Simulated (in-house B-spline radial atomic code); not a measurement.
Whole-atom quantities along the 38-electron series, configuration [Kr] 4d2. Computed with a radial B-spline atomic code at the basis-set limit: non-relativistic Hartree-Fock, average of the configuration, point nuclei.

This level leaves out relativity, spin-orbit splitting included, which matters for heavy ions.

```
  ion   Z  E/Z² (Eh)  Σ<r²> (bohr²)  n(0)/Z³ (bohr⁻³)  Lamb diamagnetic shielding (ppm)  repulsion over attraction
Tb27+  65    -2.5746         4.2733           0.71289                           6684.84                    0.11126
Dy28+  66    -2.5844         4.0855           0.71337                           6802.57                    0.10983
Ho29+  67          ?              ?                 ?                                 ?                          ?
Er30+  68          ?              ?                 ?                                 ?                          ?
Tm31+  69    -2.6123         3.5923           0.71473                           7155.71                    0.10575
Yb32+  70    -2.6212          3.448           0.71517                           7273.41                    0.10444
Lu33+  71    -2.6298         3.3125           0.71559                           7391.11                    0.10317
Hf34+  72    -2.6382         3.1849             0.716                            7508.8                    0.10193
```

Fill in the row of Ho29+.

E/Z² (Eh): -2.5939; Σ<r²> (bohr²): 3.9101; n(0)/Z³ (bohr⁻³): 0.71384; Lamb diamagnetic shielding (ppm): 6920.29; repulsion over attraction: 0.10844.

Fill in the row of Er30+.

E/Z² (Eh): -2.6032; Σ<r²> (bohr²): 3.746; n(0)/Z³ (bohr⁻³): 0.71429; Lamb diamagnetic shielding (ppm): 7038; repulsion over attraction: 0.10708.

With what power of Z does the column «Σ<r²> (bohr²)» change over this range?

A fit of the logarithm of its size against log Z from Z = 65 to 72 has slope -2.87. Unscreened non-relativistic hydrogenic orbitals would give -2.
